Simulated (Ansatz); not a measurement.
ClH5NPSi2 (`Cl[SiH]1N[SiH2]P1`). Charge 0, multiplicity 1.

Cartesian coordinates in Å:
```
Cl 2.8349 0.1742 0.4854
Si 0.8745 0.8074 0.5345
N 0.0299 0.6029 -0.9429
Si -1.1583 -0.5870 -0.5105
P -0.5190 -0.5641 1.6653
H 0.9517 2.2088 1.0062
H 0.1934 1.0457 -1.8330
H -2.5525 -0.1149 -0.7180
H -1.0103 -1.9002 -1.1932
H 0.3557 -1.6728 1.5062
```

List the harmonic frequencies (cm⁻¹, unscaled) at PBE0-D4/def2-TZVP in Ansatz. (Estimate.)

The calculation gave: 70, 146, 233, 376, 410, 427, 466, 494, 549, 640, 684, 690, 741, 757, 827, 854, 926, 990, 1103, 2212, 2218, 2242, 2408, 3636.

Is this a minimum?

Yes, all 24 modes are real.

Give the ideal-gas thermochemistry at 298.15 K and 1 bar (rigid rotor, harmonic oscillator; point group C1, symmetry number 1).

Zero-point energy 144.1 kJ/mol; H(298) − E = 165.5 kJ/mol; entropy 355.7 J/(mol·K), of which translation 170.6, rotation 119.3, vibration 65.8; G(298) − E = 59.4 kJ/mol. Modes under 100 cm⁻¹ are hindered rotations or soft bends, so the harmonic entropy is rough.

And at 400, 500, 600, 800 and 1000 K?


| T (K) | H − E (kJ/mol) | S (J/mol/K) | G − E (kJ/mol) |
| --- | --- | --- | --- |
| 400 | 178.7 | 393.8 | 21.2 |
| 500 | 193.6 | 427.0 | -19.8 |
| 600 | 209.9 | 456.6 | -64.1 |
| 800 | 245.3 | 507.4 | -160.6 |
| 1000 | 283.4 | 549.9 | -266.5 |
